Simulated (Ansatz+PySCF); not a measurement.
Results of a calculation; reference values are marked as such.
## Ansatz (development build ahead of 0.2.0) run

```yaml
crystal:
  periodic: [false, false, false]
  atoms:
    - { symbol: O, position_ang: [0.0, 0.0, 0.0] }
basis:
  gaussian: { orbitals: aug-cc-pVDZ }
total_charge: -2
magnetization:
  spin_polarized: true
hamiltonian:
  xc: pbe
scf:
  omitted_lower_state_checks: [starts, atomic_configurations, cluster_reference, orbital_swaps, given_window_search, neighbouring_geometries, increment]
```

The input is written out in the form of the current development build from the run's settings.

Results

```
Converged      : yes
Total energy   : -74.82008 hartree
Stability test : minimum
```
